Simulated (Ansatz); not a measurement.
Born–Oppenheimer molecular dynamics of a periodic cell of 38 atoms, H12C4Cl3 (contents 1 C2H6 + 6 CH3Cl, density as packed 0.95 g/cm³ with natural masses). It starts from a partly relaxed structure (largest force component 0.20 eV/Å).

These are results of Ansatz 0.2.0, DFT PBE-D3(BJ), scalar-relativistic, plane waves, PAW, not measurements. Settings: accuracy low, cutoff 420 eV, k mesh 1x1x1, fermi-dirac smearing 0.05 eV, no spin polarisation.

```json
{
 "ensemble": "NVT, Langevin thermostat",
 "time step": "0.5 fs",
 "steps asked": "300",
 "set temperature": "350 K",
 "friction": "0.02 /fs",
 "seed": "195195"
}
```

Frames 0.5 fs apart, positions in Å, forces in eV/Å.

Velocities at 115.0 fs (Å/ps):

```
C -0.17 4.69 -8.32
C -1.42 0.96 2.83
H 30.63 -1.07 8.51
H -4.56 -8.16 -26.92
H 4.86 -12.68 26.55
H -11.22 -14.66 -18.43
H 25.46 2.21 -7.07
H 9.69 -19.82 -7.58
C 8.91 5.71 0.48
Cl 1.06 2.64 3.64
H -6.27 8.00 1.83
H -20.90 -24.44 -1.33
H -45.88 -24.24 18.92
C -2.83 7.33 -6.69
Cl 1.70 -2.29 -1.59
H 4.49 23.15 19.10
H 2.20 3.75 9.08
H -22.76 5.15 2.81
C -5.43 4.53 10.80
Cl -1.83 -0.16 -1.60
H -2.87 -11.65 -25.14
H -19.35 9.84 -14.42
H 15.15 -30.92 -7.68
C 3.59 -4.00 -1.47
Cl -3.76 0.29 -1.44
H 25.58 -10.09 2.58
H -8.38 25.04 -8.96
H 36.13 1.65 -2.63
C 1.49 -2.01 -0.50
Cl -0.80 -4.07 0.54
H -2.78 -19.61 -24.05
H 6.26 -16.50 -1.35
H -17.53 -21.80 3.91
C -0.66 -6.82 2.27
Cl -1.30 -0.44 -1.00
H -21.51 -4.88 4.07
H -4.59 3.84 -18.72
H -9.06 21.56 -27.41
```

```xyz
38
Lattice="8.3376 0.0000 0.0000 0.0000 8.3376 0.0000 0.0000 0.0000 8.3376" Properties=species:S:1:pos:R:3:forces:R:3 time_fs=115.0 energy_less_start_eV=1.587 T=316
C 1.967 0.204 1.341 -1.70 2.08 -1.33
C 1.744 1.749 1.575 -0.27 -0.23 -0.26
H 1.994 -0.382 2.186 0.34 -1.27 2.45
H 1.031 -0.130 0.852 0.26 0.06 -0.04
H 2.764 -0.096 0.680 0.66 0.27 -0.28
H 1.845 2.205 0.604 -0.01 0.24 -0.77
H 0.662 1.979 1.840 1.20 -0.31 0.26
H 2.471 2.371 2.160 -0.48 -0.89 0.25
C 1.208 4.659 5.631 0.65 0.05 0.95
Cl 1.008 3.038 6.474 -0.19 0.45 -0.38
H 1.852 5.302 6.304 -0.29 -0.86 -0.90
H 1.650 4.387 4.665 0.00 0.46 0.18
H 0.263 5.204 5.544 -0.25 -0.47 -0.10
C 5.703 5.161 0.174 -2.26 1.22 -1.35
Cl 4.827 5.422 1.709 -0.46 0.12 0.39
H 6.291 4.286 0.352 0.80 -0.32 -0.33
H 4.869 4.984 -0.589 1.18 -0.11 0.73
H 6.168 6.133 -0.133 0.22 -1.01 0.37
C 5.956 8.094 4.373 -0.45 0.06 0.66
Cl 4.926 7.785 5.883 0.56 0.37 -0.72
H 5.343 8.767 3.772 0.20 0.25 -0.01
H 6.925 8.537 4.694 -0.62 -0.35 -0.20
H 6.036 7.162 3.810 0.24 -0.22 0.26
C 1.319 -0.139 4.913 -1.36 -1.97 -1.38
Cl 1.112 -0.574 6.577 -0.30 0.29 1.05
H 0.845 0.778 4.655 -0.54 0.85 -0.07
H 2.331 -0.106 4.704 2.47 0.44 -0.22
H 0.968 -0.991 4.268 -0.21 0.70 0.42
C 5.395 3.112 4.684 2.00 0.85 0.51
Cl 4.736 4.738 5.051 -0.25 -0.44 0.14
H 6.346 3.379 4.186 0.08 -0.38 0.43
H 5.568 2.492 5.585 -0.23 0.46 -0.23
H 4.886 2.580 3.934 -1.51 -0.55 -0.86
C 0.767 5.105 0.838 -0.09 -1.60 0.35
Cl -0.341 5.304 2.320 0.98 0.11 -0.84
H 0.563 5.860 0.072 0.02 0.36 0.45
H 1.840 5.087 1.201 -1.03 0.11 -0.42
H 0.460 4.110 0.361 0.61 1.16 0.83
38
Lattice="8.3376 0.0000 0.0000 0.0000 8.3376 0.0000 0.0000 0.0000 8.3376" Properties=species:S:1:pos:R:3:forces:R:3 time_fs=115.5 energy_less_start_eV=1.498 T=347
C 1.967 0.206 1.336 -1.92 1.67 -0.78
C 1.743 1.750 1.576 0.07 -0.31 -0.68
H 2.009 -0.384 2.193 0.22 -0.96 1.98
H 1.029 -0.134 0.839 0.44 0.10 0.12
H 2.767 -0.102 0.692 0.80 0.29 -0.46
H 1.839 2.198 0.593 0.00 0.21 -0.52
H 0.677 1.980 1.837 0.84 -0.26 0.37
H 2.476 2.360 2.159 -0.44 -0.80 0.25
C 1.213 4.662 5.631 -0.05 0.09 0.95
Cl 1.008 3.039 6.476 -0.14 0.41 -0.34
H 1.849 5.305 6.304 -0.21 -0.79 -0.87
H 1.639 4.375 4.665 0.06 0.53 0.11
H 0.239 5.191 5.554 0.27 -0.61 -0.10
C 5.702 5.165 0.170 -2.21 1.09 -1.09
Cl 4.827 5.421 1.708 -0.50 0.15 0.42
H 6.295 4.297 0.361 0.82 -0.36 -0.37
H 4.871 4.985 -0.583 1.04 -0.16 0.56
H 6.157 6.134 -0.131 0.33 -0.81 0.30
C 5.953 8.096 4.378 -0.68 -0.54 0.06
Cl 4.925 7.785 5.882 0.55 0.38 -0.70
H 5.341 8.761 3.760 0.25 0.15 0.10
H 6.914 8.542 4.686 -0.35 -0.23 -0.07
H 6.043 7.145 3.806 0.18 0.34 0.60
C 1.321 -0.141 4.912 -1.14 -1.99 -1.22
Cl 1.110 -0.574 6.576 -0.28 0.28 1.02
H 0.858 0.774 4.656 -0.74 1.07 -0.14
H 2.330 -0.094 4.701 2.54 0.41 -0.17
H 0.985 -0.988 4.267 -0.33 0.54 0.31
C 5.396 3.111 4.683 1.79 0.54 0.28
Cl 4.735 4.736 5.051 -0.21 -0.47 0.13
H 6.344 3.368 4.175 0.06 -0.34 0.45
H 5.571 2.484 5.584 -0.24 0.55 -0.29
H 4.876 2.568 3.934 -1.31 -0.33 -0.58
C 0.767 5.102 0.839 -0.27 -1.30 0.19
Cl -0.341 5.304 2.319 1.00 0.07 -0.83
H 0.552 5.857 0.074 0.07 0.35 0.51
H 1.837 5.088 1.192 -0.90 0.09 -0.34
H 0.456 4.123 0.348 0.58 0.93 0.84
38
Lattice="8.3376 0.0000 0.0000 0.0000 8.3376 0.0000 0.0000 0.0000 8.3376" Properties=species:S:1:pos:R:3:forces:R:3 time_fs=116.0 energy_less_start_eV=1.416 T=365
C 1.967 0.209 1.332 -1.99 1.15 -0.15
C 1.742 1.750 1.577 0.50 -0.41 -1.07
H 2.025 -0.388 2.207 0.08 -0.55 1.34
H 1.029 -0.137 0.826 0.57 0.13 0.26
H 2.772 -0.109 0.701 0.85 0.33 -0.55
H 1.833 2.192 0.582 0.03 0.19 -0.27
H 0.692 1.978 1.836 0.39 -0.18 0.50
H 2.481 2.347 2.160 -0.41 -0.71 0.22
C 1.218 4.664 5.632 -0.75 0.04 0.94
Cl 1.009 3.041 6.478 -0.09 0.36 -0.29
H 1.845 5.305 6.302 -0.09 -0.66 -0.80
H 1.626 4.362 4.666 0.13 0.59 0.02
H 0.217 5.175 5.566 0.73 -0.69 -0.12
C 5.699 5.168 0.165 -2.01 0.82 -0.70
Cl 4.828 5.420 1.707 -0.54 0.17 0.45
H 6.302 4.308 0.370 0.76 -0.30 -0.44
H 4.875 4.985 -0.573 0.81 -0.23 0.31
H 6.149 6.132 -0.128 0.44 -0.55 0.20
C 5.951 8.099 4.384 -0.95 -1.09 -0.52
Cl 4.925 7.785 5.882 0.54 0.40 -0.68
H 5.339 8.756 3.747 0.29 0.04 0.22
H 6.901 8.548 4.677 -0.03 -0.09 0.08
H 6.052 7.128 3.803 0.11 0.84 0.88
C 1.322 -0.144 4.912 -0.64 -1.83 -1.10
Cl 1.108 -0.573 6.575 -0.26 0.27 1.00
H 0.869 0.771 4.656 -0.88 1.20 -0.18
H 2.337 -0.081 4.698 2.27 0.36 -0.07
H 1.000 -0.984 4.268 -0.44 0.32 0.16
C 5.398 3.109 4.683 1.47 0.20 -0.01
Cl 4.735 4.734 5.051 -0.17 -0.51 0.12
H 6.342 3.356 4.165 0.08 -0.28 0.45
H 5.574 2.477 5.583 -0.23 0.62 -0.32
H 4.864 2.555 3.933 -1.06 -0.06 -0.24
C 0.766 5.098 0.840 -0.45 -0.92 0.06
Cl -0.342 5.304 2.318 1.01 0.03 -0.82
H 0.542 5.856 0.075 0.14 0.33 0.59
H 1.831 5.088 1.185 -0.73 0.07 -0.27
H 0.454 4.139 0.337 0.52 0.62 0.81
38
Lattice="8.3376 0.0000 0.0000 0.0000 8.3376 0.0000 0.0000 0.0000 8.3376" Properties=species:S:1:pos:R:3:forces:R:3 time_fs=116.5 energy_less_start_eV=1.370 T=365
C 1.966 0.212 1.327 -1.90 0.58 0.45
C 1.741 1.750 1.577 0.96 -0.54 -1.46
H 2.040 -0.394 2.223 -0.06 -0.13 0.65
H 1.029 -0.140 0.814 0.66 0.14 0.38
H 2.779 -0.116 0.708 0.78 0.41 -0.53
H 1.828 2.186 0.572 0.04 0.17 -0.03
H 0.708 1.976 1.836 -0.11 -0.08 0.63
H 2.485 2.332 2.163 -0.37 -0.61 0.20
C 1.222 4.667 5.632 -1.37 -0.12 0.89
Cl 1.010 3.042 6.479 -0.04 0.31 -0.25
H 1.841 5.304 6.298 0.06 -0.50 -0.68
H 1.614 4.350 4.667 0.20 0.64 -0.08
H 0.197 5.155 5.577 1.08 -0.69 -0.15
C 5.696 5.172 0.161 -1.63 0.44 -0.22
Cl 4.829 5.419 1.706 -0.56 0.19 0.47
H 6.311 4.315 0.377 0.60 -0.13 -0.52
H 4.880 4.985 -0.562 0.51 -0.31 0.00
H 6.143 6.128 -0.124 0.55 -0.27 0.10
C 5.948 8.101 4.389 -1.21 -1.54 -1.02
Cl 4.924 7.785 5.881 0.53 0.42 -0.65
H 5.340 8.752 3.734 0.32 -0.06 0.33
H 6.888 8.554 4.669 0.29 0.06 0.23
H 6.062 7.113 3.802 0.04 1.23 1.10
C 1.323 -0.147 4.911 0.02 -1.44 -1.02
Cl 1.106 -0.573 6.575 -0.25 0.25 0.99
H 0.877 0.772 4.657 -0.93 1.18 -0.19
H 2.350 -0.068 4.697 1.76 0.29 0.06
H 1.012 -0.978 4.270 -0.55 0.04 -0.04
C 5.400 3.107 4.683 1.09 -0.11 -0.32
Cl 4.734 4.732 5.052 -0.12 -0.55 0.11
H 6.339 3.345 4.157 0.13 -0.23 0.41
H 5.578 2.471 5.579 -0.23 0.64 -0.29
H 4.849 2.541 3.932 -0.78 0.21 0.09
C 0.766 5.095 0.841 -0.63 -0.48 -0.03
Cl -0.343 5.304 2.317 1.02 -0.01 -0.81
H 0.534 5.857 0.078 0.19 0.31 0.65
H 1.825 5.088 1.176 -0.52 0.05 -0.17
H 0.452 4.157 0.327 0.43 0.25 0.73
38
Lattice="8.3376 0.0000 0.0000 0.0000 8.3376 0.0000 0.0000 0.0000 8.3376" Properties=species:S:1:pos:R:3:forces:R:3 time_fs=117.0 energy_less_start_eV=1.380 T=362
C 1.965 0.214 1.323 -1.69 0.04 0.93
C 1.740 1.751 1.577 1.48 -0.69 -1.88
H 2.056 -0.399 2.240 -0.21 0.25 0.02
H 1.030 -0.143 0.803 0.73 0.15 0.49
H 2.788 -0.123 0.712 0.62 0.51 -0.45
H 1.824 2.180 0.560 0.05 0.15 0.23
H 0.725 1.973 1.839 -0.67 0.03 0.76
H 2.487 2.317 2.167 -0.30 -0.50 0.18
C 1.227 4.670 5.633 -1.92 -0.38 0.74
Cl 1.011 3.043 6.481 0.02 0.27 -0.20
H 1.838 5.302 6.292 0.24 -0.29 -0.51
H 1.602 4.340 4.667 0.26 0.68 -0.12
H 0.180 5.133 5.587 1.33 -0.62 -0.18
C 5.692 5.176 0.155 -1.13 0.05 0.31
Cl 4.829 5.418 1.705 -0.58 0.20 0.48
H 6.322 4.321 0.380 0.40 0.08 -0.60
H 4.886 4.984 -0.550 0.15 -0.40 -0.36
H 6.140 6.125 -0.120 0.62 -0.01 0.00
C 5.945 8.104 4.393 -1.43 -1.89 -1.41
Cl 4.924 7.785 5.880 0.51 0.45 -0.63
H 5.341 8.749 3.723 0.33 -0.15 0.43
H 6.876 8.561 4.660 0.59 0.19 0.36
H 6.072 7.101 3.804 -0.03 1.51 1.24
C 1.323 -0.151 4.910 0.72 -0.88 -0.96
Cl 1.103 -0.572 6.574 -0.25 0.23 0.98
H 0.882 0.775 4.657 -0.90 1.03 -0.16
H 2.367 -0.054 4.696 1.11 0.18 0.20
H 1.021 -0.972 4.272 -0.65 -0.25 -0.25
C 5.403 3.106 4.682 0.73 -0.37 -0.62
Cl 4.733 4.731 5.052 -0.07 -0.60 0.11
H 6.337 3.333 4.149 0.17 -0.17 0.37
H 5.583 2.466 5.575 -0.22 0.65 -0.24
H 4.835 2.528 3.932 -0.52 0.45 0.38
C 0.766 5.091 0.842 -0.84 -0.01 -0.06
Cl -0.343 5.304 2.316 1.03 -0.05 -0.79
H 0.526 5.859 0.084 0.24 0.30 0.68
H 1.818 5.088 1.167 -0.26 0.03 -0.07
H 0.452 4.175 0.319 0.32 -0.16 0.61
38
Lattice="8.3376 0.0000 0.0000 0.0000 8.3376 0.0000 0.0000 0.0000 8.3376" Properties=species:S:1:pos:R:3:forces:R:3 time_fs=117.5 energy_less_start_eV=1.445 T=341
C 1.964 0.217 1.319 -1.41 -0.40 1.28
C 1.738 1.751 1.578 1.98 -0.84 -2.29
H 2.071 -0.402 2.257 -0.35 0.53 -0.48
H 1.032 -0.146 0.793 0.77 0.15 0.57
H 2.799 -0.129 0.716 0.42 0.62 -0.35
H 1.820 2.175 0.549 0.05 0.14 0.50
H 0.741 1.970 1.845 -1.23 0.14 0.89
H 2.488 2.300 2.172 -0.22 -0.38 0.17
C 1.231 4.673 5.634 -2.39 -0.71 0.53
Cl 1.012 3.044 6.483 0.07 0.23 -0.17
H 1.834 5.300 6.286 0.46 -0.06 -0.30
H 1.589 4.333 4.666 0.30 0.72 -0.14
H 0.169 5.110 5.597 1.49 -0.53 -0.20
C 5.688 5.180 0.151 -0.58 -0.27 0.84
Cl 4.829 5.417 1.704 -0.58 0.21 0.48
H 6.334 4.327 0.382 0.21 0.26 -0.67
H 4.892 4.981 -0.538 -0.24 -0.49 -0.75
H 6.139 6.122 -0.117 0.66 0.21 -0.08
C 5.942 8.106 4.397 -1.55 -2.12 -1.67
Cl 4.924 7.785 5.880 0.50 0.47 -0.61
H 5.342 8.745 3.712 0.31 -0.21 0.49
H 6.867 8.568 4.651 0.81 0.29 0.47
H 6.082 7.093 3.810 -0.09 1.67 1.30
C 1.324 -0.156 4.909 1.38 -0.25 -0.92
Cl 1.101 -0.572 6.574 -0.24 0.20 0.97
H 0.886 0.780 4.658 -0.83 0.81 -0.12
H 2.386 -0.039 4.697 0.43 0.04 0.32
H 1.027 -0.967 4.273 -0.71 -0.50 -0.44
C 5.405 3.103 4.682 0.40 -0.56 -0.88
Cl 4.732 4.729 5.053 -0.01 -0.64 0.09
H 6.335 3.321 4.141 0.19 -0.11 0.34
H 5.587 2.463 5.571 -0.21 0.63 -0.17
H 4.820 2.516 3.932 -0.29 0.66 0.62
C 0.765 5.087 0.843 -1.02 0.46 -0.03
Cl -0.343 5.305 2.315 1.03 -0.09 -0.76
H 0.518 5.860 0.092 0.28 0.31 0.67
H 1.811 5.090 1.159 0.01 0.01 0.04
H 0.453 4.192 0.312 0.20 -0.58 0.46
```

Of the whole run (150 fs, mean temperature of the second half 355 K): A run of 0.15 ps of so small a system gives no equilibrium averages. Limits of this set-up: coarse k mesh, low accuracy level.

Time of the run: 14 min on 1 thread of Arm Neoverse V1, with other jobs on the host, peak memory 0.55 GiB.
